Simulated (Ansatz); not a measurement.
```xyz
8

Si   -0.0027   -0.0042   -1.1646
Si    0.0084   -0.0051    1.1749
H    -0.0089   -1.4082   -1.6890
H    -1.2217    0.6949   -1.6859
H     1.2225    0.6986   -1.6833
H    -0.0030    1.4104    1.6964
H    -1.2072   -0.7057    1.6935
H     1.2072   -0.6963    1.6889
```

Basis set: def2-TZVP (spherical functions). Frozen core: 10 orbitals. Charge 0, multiplicity 1.

Computed with Ansatz (development build ahead of 0.2.0); each method stands on the lowest determinant of its kind that the runs found. Restricted open shells among the atoms or ions are ROHF, correlated in semicanonical orbitals with singles.

Question: Give the atomization energy at this shape (free ground-state atoms in the same class of orbitals less the molecule, no zero-point energy) of singlet Si₂H₆ by RHF-MP2, RHF.

Answer:

| method | atomization energy |
| --- | --- |
| RHF-MP2 | 21.73 eV |
| RHF | 18.28 eV |
